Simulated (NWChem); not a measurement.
Molecule: C$_{2}$H$_{6}$BCl$_{2}$N; SMILES CN(C)B(Cl)Cl

```xyz
12

B      0.0000     0.0000    -0.3184
Cl     0.0000    -1.5179    -1.2612
Cl     0.0000     1.5179    -1.2612
N      0.0000     0.0000     1.0761
C      0.0000    -1.2124     1.8947
C      0.0000     1.2124     1.8947
H      0.8882    -1.2321     2.5397
H     -0.8882    -1.2321     2.5397
H      0.0000    -2.1029     1.2688
H     -0.8882     1.2321     2.5397
H      0.8882     1.2321     2.5397
H      0.0000     2.1029     1.2688
```
Atoms are numbered in this order, from 1.

Results from NWChem. STO-3G and 3-21G are far too small for this property and stand as cheap habits. Coordinates come from a B3LYP/6-31G* (spherical d) optimisation. GIAO values for the isolated, static molecule; σ is the absolute isotropic shielding, δ = σ(reference) − σ with the isolated reference molecule computed at the same levels (11B: boron trifluoride, 13C: tetramethylsilane, 1H: tetramethylsilane, 15N: ammonia).

Q: What does the run give for Hartree-Fock/STO-3G? Quantities: δ B1 (ppm); σ Cl2 (ppm); δ N4 (ppm); δ C5 (ppm); δ H7 (rotor mean) (ppm).

A: δ B1 (ppm): 26.4
σ Cl2 (ppm): 1084.0
δ N4 (ppm): 45.6
δ C5 (ppm): 40.2
δ H7 (rotor mean) (ppm): 2.28
